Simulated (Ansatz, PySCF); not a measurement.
The pair A = H2O (SMILES O) (first 3 atoms), B = CH3Br (SMILES CBr); geometry from B3LYP-D3(BJ)/def2-TZVP.
(charge 0, multiplicity 1):
```xyz
8

O     -0.1663     0.1574     0.8280
H      0.7565    -0.0377     1.0393
H     -0.1380     0.9528     0.2865
C      0.6659    -0.0111     4.0607
Br     2.3951    -0.1542     3.1373
H      0.7391     0.8236     4.7484
H      0.5066    -0.9455     4.5865
H     -0.0837     0.1556     3.2950
```

Frozen-core correlation. Filled d and f shells under p-block atoms count as core. CBS(a, b) extrapolates the correlation energy as X⁻³ and adds the Hartree–Fock energy of set b. MP2 and its Hartree–Fock in aug-cc-pVTZ are density fitted.

The values were computed with Ansatz (a quantum-chemistry and plane-wave program) with Gaussian orbitals; PySCF for the dispersion terms. Values without a source in brackets are computed.

The monomers are drawn apart, rigid, along the line of their centres of mass. Counterpoise-corrected interaction energies (kcal/mol):

| level | R = 4.413 Å | R = 5.478 Å |
|---|---|---|
| PBE/def2-TZVPPD | -1.4361 | -0.5165 |
| PBE-D3(BJ)/def2-TZVPPD | -1.7959 | -0.6291 |
| wB97M-V/def2-TZVPPD | -1.5781 | -0.5932 |
| MP2/CBS(aug-cc-pVDZ, aug-cc-pVTZ) + ΔCCSD(T)/aug-cc-pVDZ | -1.5938 | -0.5825 |

Question: R is the distance of the centres of mass. Find the local exponent m of E ∝ R⁻ᵐ between the two points.

Answer: 
m = ln(E₁/E₂)/ln(R₂/R₁): PBE/def2-TZVPPD 4.7; PBE-D3(BJ)/def2-TZVPPD 4.8; wB97M-V/def2-TZVPPD 4.5; MP2/CBS(aug-cc-pVDZ, aug-cc-pVTZ) + ΔCCSD(T)/aug-cc-pVDZ 4.7. For scale, two fixed dipoles give m = 3, dipole and quadrupole 4, quadrupoles 5, and dispersion or dipole-induced dipole 6 at long range; at these distances several terms mix, and what is left of overlap and damping shifts m, so it need not match one of them.
